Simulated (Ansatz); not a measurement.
Species: Cl₂Ga, SMILES `[Cl][Ga][Cl]` (charge 0, multiplicity 2).

Give a relaxed geometry from PBE0-D3(BJ)/def2-TZVP (Ansatz, an electronic-structure program).

the end point of this relaxation (outside a Z-matrix the atoms follow the SMILES, hydrogens last).
Z-matrix (Å, degrees):
```
Ga
Cl 1 2.1591
Cl 1 2.1591 2 118.79
```
